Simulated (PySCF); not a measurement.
BClH, SMILES [BH]Cl, multiplicity 2.

Geometry: PBE0-D3(BJ)/def2-TZVPD. The isomer is the one that the SMILES or the coordinates give; other isomers of the formula were not compared.

Method: PySCF 2.14.0 with PBE0-D3(BJ)/def2-TZVPD.

Frequencies are harmonic and unscaled.

| mode | ν (cm⁻¹) | IR (km/mol) | moving atoms (share of kinetic energy) |
|---|---|---|---|
| 1 | 843 | 26.4 | H 67 %, B 21 %, Cl 12 % |
| 2 | 907 | 90.1 | B 64 %, H 21 %, Cl 14 % |
| 3 | 2641 | 80.2 | H 91 %, B 9 % |
